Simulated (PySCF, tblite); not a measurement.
One entry of a table of gas-phase calculations, keyed by method. Lists by class give the value and the number of equivalent atoms.

```json
{
 "formula": "C6H12P",
 "smiles": "CC1=C[P@H+](C)CC1",
 "inchi": "InChI=1S/C6H11P/c1-6-3-4-7(2)5-6/h5H,3-4H2,1-2H3/p+1/t7-/m1/s1",
 "charge": 1,
 "multiplicity": 1,
 "geometry_level": "GFN2-xTB",
 "atoms_angstrom": [
  ["C", -2.586, -0.871, 0.064],
  ["C", -1.238, -0.28, -0.081],
  ["C", -0.204, -0.878, -0.699],
  ["P", 1.243, 0.141, -0.653],
  ["C", 2.757, -0.635, -0.047],
  ["C", 0.528, 1.388, 0.465],
  ["C", -0.985, 1.091, 0.478],
  ["H", -2.81, -1.028, 1.119],
  ["H", -3.342, -0.19, -0.323],
  ["H", -2.663, -1.821, -0.456],
  ["H", -0.236, -1.846, -1.17],
  ["H", 1.538, 0.689, -1.89],
  ["H", 2.566, -1.083, 0.929],
  ["H", 3.548, 0.11, 0.039],
  ["H", 3.073, -1.413, -0.743],
  ["H", 0.754, 2.408, 0.153],
  ["H", 0.964, 1.237, 1.457],
  ["H", -1.391, 1.174, 1.487],
  ["H", -1.525, 1.815, -0.137]
 ],
 "electronic_structure_code": "PySCF",
 "results": {
  "GFN2-xTB geometry": {
   "point_group": "C1",
   "rotational_constants_GHz": [4.344, 1.49, 1.226]
  },
  "CAM-B3LYP/def2-SVPD ground state and vertical TDDFT (core frozen in the response)": {
   "homo_eV": -13.46,
   "lumo_eV": -3.85,
   "S1_eV": 6.64,
   "strongest_line_of_8_singlets_eV": 6.64,
   "T1_tda_eV": 4.34,
   "polarisability_au": 85.5,
   "r2_bohr2_about_centre_of_nuclear_charge": 1034.1,
   "singlets_eV_and_f": [
    [6.64, 0.345],
    [7.3, 0.037],
    [7.58, 0.0],
    [7.8, 0.002],
    [8.09, 0.008],
    [8.19, 0.02],
    [8.63, 0.019],
    [8.78, 0.022]
   ],
   "triplets_tda_eV": [4.34, 7.05, 7.39]
  },
  "PBE0/pcSseg-1 ground state and GIAO shieldings, non-relativistic": {
   "shift_vs_computed_TMS_C_by_class_ppm": [
    [195.5, 1],
    [104.6, 1],
    [41.8, 1],
    [24.7, 1],
    [22.2, 1],
    [10.0, 1]
   ],
   "shift_vs_computed_TMS_H_by_class_ppm": [
    [6.77, 1],
    [5.7, 1],
    [3.3, 1],
    [3.15, 1],
    [2.99, 1],
    [2.62, 3],
    [2.55, 1],
    [2.29, 3]
   ],
   "shielding_other_nuclei_by_class_ppm": [
    ["P", 311.3, 1]
   ],
   "charges_hirshfeld_e_by_atom": [-0.09, 0.07, -0.11, 0.47, -0.12, -0.08, -0.05, 0.07, 0.07, 0.07, 0.07, 0.05, 0.08, 0.09, 0.09, 0.08, 0.08, 0.07, 0.07]
  },
  "GFN2-xTB harmonic vibrations, gas phase": {
   "strongest_ir_bands_cm-1_km_per_mol_modes": [
    [841.5, 47.2, 1],
    [944.3, 140.1, 1],
    [1387.7, 74.2, 2],
    [1449.8, 51.7, 1],
    [1614.1, 162.6, 1],
    [2358.0, 105.3, 1]
   ],
   "zpe_kcal_per_mol": 100.3
  }
 }
}
```

The zero-point energy, half the sum of the 51 harmonic wavenumbers, equals 35090 cm⁻¹ or 420 kJ/mol. The principal polarisabilities are 66.8, 79.8 and 109.8 au; their mean is the isotropic value. No computed singlet falls in the visible range (750 to 380 nm, 1.65 to 3.26 eV); S1 lies 3.38 eV above its blue end. S1 lies 2.97 eV below the HOMO–LUMO gap; its leading configuration is HOMO→LUMO, weight 0.95.

 NMR classes are plain means over equivalent atoms (diastereotopic ones count apart unless rotation or inversion swaps them), as if these changed places fast; in this geometry the members of some classes differ.

For the NMR shielding job (PBE0/pcSseg-1), rough CPU time on one thread of a shared machine: about 70 s.

One conformer stands for the species.
